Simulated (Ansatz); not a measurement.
A run for Ansatz (an electronic-structure program): R-PBE0/def2-TZVPPD on CH4O3 (a complex), monomers drawn apart or pushed together. Files ending in .json are basis or fitting sets from the Basis Set Exchange.

Ansatz 0.2 input:
```yaml
crystal:
  periodic: [false, false, false]
  atoms:
    - {symbol: O, position_ang: [0.68714879, 0.14477863, 0.20756427]}
    - {symbol: H, position_ang: [0.35833907, -0.31763342, -0.57005566]}
    - {symbol: H, position_ang: [-0.07470795, 0.59903684, 0.61143557]}
    - {symbol: O, position_ang: [-1.09561784, 0.64250450, 3.11096030]}
    - {symbol: C, position_ang: [-0.44196574, -0.09226570, 3.81573292]}
    - {symbol: O, position_ang: [0.59704104, -0.81672320, 3.43012308]}
    - {symbol: H, position_ang: [-0.64885853, -0.24038002, 4.88295342]}
    - {symbol: H, position_ang: [0.75231192, -0.65717300, 2.46213619]}
basis:
  gaussian:
    orbitals: def2-TZVPPD.json
hamiltonian:
  xc: {name: PBE0}
scf: {lower_state_search: off}
```

The head of its log:

```
WARN ansatz: RAYON_NUM_THREADS=1 ignored (pool sized by the plan → 1); use --threads N
Functional definition: PBE0
these checks for a lower state are left out or cut short: stability, starts, cluster_reference, orbital_swaps, neighbouring_geometries, increment
integrals: 0.10 GiB planned
962 factors; their error is unknown
mean field: 1.05 GiB planned
mean field evaluation 1: about -7231.1570 eV, gradient 7.2e1 eV
mean field evaluation 2: about -7219.3230 eV, gradient 1.1e2 eV
```

Problem. What total energy does the run end on?

Solution. -266.0352 hartree.
